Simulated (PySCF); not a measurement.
Record of a relaxation.

C10H12.
SMILES with atom numbers: `[CH3:1][CH2:2][c:3]1[cH:4][cH:5][c:6]2[c:7]([cH:8]1)[C@H:9]2[CH3:10]` (hydrogens: H11, H12, H13 on C1; H14, H15 on C2; H16 on C4; H17 on C5; H18 on C8; H19 on C9; H20, H21, H22 on C10)

Computed by this run: PBE0-D3(BJ)/def2-SVP geometry optimisation, gas phase in PySCF 2.14.0; density fitting, grid level 1; the optimiser is geomeTRIC in internal coordinates, started from a GFN2-xTB structure with every atom displaced at random (about 0.01 Å). 3 of its 10 geometries are shown. The frame can shift and turn from step to step; on so coarse a grid that alone can change the energy by a few meV, and forces under 0.02 eV/Å are noise.

Step 0: E = -10543.6945 eV, largest atomic force 3.043 eV/Å
```
atom  x, y, z in Å  |  force x, y, z in eV/Å
C1     -3.192   -0.974    0.272   -2.058   2.003  -0.520
C2     -2.480    0.049   -0.625   -0.145  -0.260   0.653
C3     -1.062    0.187   -0.193    1.391   0.146  -0.079
C4     -0.670    1.133    0.774   -3.002   0.314  -0.387
C5      0.600    1.292    1.264    0.783   1.172   1.190
C6      1.492    0.441    0.726    0.809  -1.773  -1.067
C7      1.179   -0.508   -0.227    0.865   0.820   1.128
C8     -0.059   -0.677   -0.740   -1.375   0.374   0.155
C9      2.594   -0.411    0.214    0.264   0.365  -0.680
C10     3.630    0.166   -0.727   -0.843   0.307  -0.032
H11    -2.746   -1.929    0.221    0.718  -1.538  -0.082
H12    -3.186   -0.617    1.310    0.026  -0.119   0.108
H13    -4.277   -1.038   -0.056    0.941  -0.181   0.395
H14    -2.993    1.025   -0.560    0.006  -0.122  -0.096
H15    -2.518   -0.300   -1.659   -0.050   0.043  -0.355
H16    -1.485    1.787    1.168    0.518  -0.328  -0.214
H17     0.833    2.062    2.015   -0.066  -0.139  -0.119
H18    -0.354   -1.399   -1.487   -0.002  -0.421  -0.443
H19     2.981   -1.211    0.843    0.150  -0.308   0.379
H20     4.011   -0.601   -1.380    0.341  -0.645  -0.496
H21     3.175    0.946   -1.367    0.163  -0.088   0.224
H22     4.460    0.580   -0.174    0.565   0.378   0.336
```

Step 4: E = -10543.9420 eV, largest atomic force 0.072 eV/Å
```
atom  x, y, z in Å  |  force x, y, z in eV/Å
C1     -4.180   -1.778   -0.344   -0.050   0.047   0.023
C2     -3.359   -0.738   -1.102   -0.002   0.013   0.011
C3     -1.939   -0.653   -0.607    0.014   0.023   0.003
C4     -1.616    0.226    0.442   -0.051  -0.015  -0.014
C5     -0.326    0.329    0.995    0.034   0.033   0.030
C6      0.590   -0.531    0.427    0.017  -0.028  -0.046
C7      0.294   -1.379   -0.587    0.028  -0.007   0.035
C8     -0.948   -1.494   -1.169   -0.026   0.012   0.009
C9      1.717   -1.348   -0.124   -0.004   0.010  -0.036
C10     2.825   -0.745   -0.958   -0.030   0.020   0.022
H11    -3.673   -2.754   -0.343    0.007  -0.058  -0.029
H12    -4.318   -1.482    0.708    0.029  -0.011   0.003
H13    -5.177   -1.910   -0.791    0.001   0.015   0.001
H14    -3.838    0.251   -1.009   -0.019  -0.008  -0.014
H15    -3.360   -0.979   -2.177    0.028  -0.024  -0.004
H16    -2.413    0.864    0.838    0.009  -0.001  -0.001
H17    -0.109    1.039    1.797   -0.002  -0.005  -0.006
H18    -1.193   -2.164   -1.999    0.003   0.004  -0.003
H19     2.055   -2.199    0.489   -0.001  -0.020   0.013
H20     3.243   -1.492   -1.650   -0.005  -0.014   0.004
H21     2.454    0.105   -1.549    0.006   0.002  -0.001
H22     3.642   -0.388   -0.312    0.014   0.011   0.000
```

Step 9: E = -10543.9469 eV, largest atomic force under 0.02 eV/Å
```
atom  x, y, z in Å  |  force x, y, z in eV/Å
C1     -4.176   -1.799   -0.363    0.001   0.000  -0.003
C2     -3.359   -0.741   -1.100   -0.001  -0.004  -0.001
C3     -1.940   -0.651   -0.602   -0.003   0.003   0.000
C4     -1.618    0.238    0.439    0.002   0.001  -0.001
C5     -0.327    0.349    0.988    0.002   0.003  -0.003
C6      0.588   -0.518    0.430   -0.003  -0.003   0.007
C7      0.293   -1.379   -0.572    0.004   0.008  -0.001
C8     -0.949   -1.497   -1.155    0.001  -0.002   0.003
C9      1.716   -1.339   -0.110   -0.003  -0.006  -0.003
C10     2.823   -0.744   -0.949    0.000   0.002  -0.001
H11    -3.723   -2.796   -0.475    0.001  -0.001   0.000
H12    -4.224   -1.580    0.714    0.000   0.000   0.000
H13    -5.207   -1.849   -0.747    0.000   0.000   0.000
H14    -3.848    0.242   -0.996    0.000   0.000   0.001
H15    -3.352   -0.969   -2.179   -0.001   0.002  -0.001
H16    -2.415    0.880    0.829    0.000  -0.001  -0.001
H17    -0.109    1.071    1.780    0.000  -0.001   0.001
H18    -1.192   -2.172   -1.981   -0.001  -0.002   0.002
H19     2.054   -2.183    0.514    0.002   0.000  -0.001
H20     3.247   -1.502   -1.625    0.000   0.000   0.000
H21     2.452    0.093   -1.557    0.000   0.000   0.000
H22     3.637   -0.371   -0.307    0.000   0.001   0.000
```

**Question.** Summarise the path.

**Answer.** The energy falls by 5.82 kcal/mol from step 0 to step 9; nine tenths of that is first reached at step 2. It rises by more than 0.2 meV at step 3. The largest force goes from 3.043 to under 0.02 eV/Å. Among the bonds C1–H11 changes most, from 1.055 to 1.101 Å; the atoms move by 0.053 Å rms after alignment.

The cost below is that of the whole optimisation. Time: 2.9 min of wall time; peak memory 0.82 GiB. Hardware: AMD EPYC 7B13, one thread, on a shared host.
